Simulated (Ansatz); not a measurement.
Two members of one family (Series GeX2), computed with Ansatz in the gas phase; def2 core potentials for I, no spin–orbit coupling. The two geometries come from different levels. Binding counts from free atoms in the multiplicity of their measured ground term, without zero-point energy. A dash marks a value that wasn't run or was left out as unsound. The structures are stationary points that may keep the symmetry of their start. Remarks come from the PBE and PBE0 runs and from stability tests at other levels; not every state was tested. HOMO above LUMO (over both spins in singlets and doublets, within one spin in higher multiplets; at PBE or PBE0), or a gap under 0.15 eV within one spin, warns that the state may not be the lowest or that an electron is smeared out.

First: GeI2 (singlet, charge 0, PBE-D4/def2-TZVP geometry).

Cartesian coordinates in Å:
```
Ge -0.9074 -0.4553 -0.3536
I 0.5249 -1.0924 1.6938
I 0.3825 1.5477 -1.3401
```

```csv
level,HOMO (eV),LUMO (eV),gap (eV),vertical IE (eV),vertical triplet (eV),binding per atom (eV)
PBE-D4/def2-SVP,-6.30,-3.99,2.31,–,–,2.23
PBE-D4/def2-TZVP,-6.33,-4.01,2.32,8.91,2.12,2.24
PBE0-D4/def2-TZVP,-7.31,-3.38,3.93,9.12,2.05,2.12
PBE0-D4/def2-TZVPD,-7.32,-3.40,3.92,–,–,2.13
HSE06-D4/def2-TZVP,-6.93,-3.75,3.18,–,–,2.13
```

Remarks: gap within one spin near zero at PBE or PBE0 (+1 doublet).

Second: GeH2 (singlet, charge 0, r2SCAN-D4/def2-TZVP geometry).

```xyz
3

Ge   -0.608    0.256   -0.355
H     0.957    0.508   -0.484
H    -0.349   -0.764    0.839
```

Q: Estimate how these quantities change from the first to the second (second minus first).

A: 
| level | Δ HOMO (eV) | Δ LUMO (eV) | Δ gap (eV) | Δ vertical IE (eV) | Δ vertical triplet (eV) | Δ binding per atom (eV) |
| --- | --- | --- | --- | --- | --- | --- |
| PBE-D4/def2-SVP | 0.47 | 0.09 | -0.38 | – | – | -0.22 |
| PBE-D4/def2-TZVP | 0.45 | 0.08 | -0.37 | 0.52 | -0.69 | -0.23 |
| PBE0-D4/def2-TZVP | 0.40 | 0.36 | -0.05 | 0.30 | -0.68 | -0.13 |
| PBE0-D4/def2-TZVPD | 0.40 | 0.36 | -0.05 | – | – | -0.14 |
| HSE06-D4/def2-TZVP | 0.42 | 0.34 | -0.08 | – | – | -0.14 |
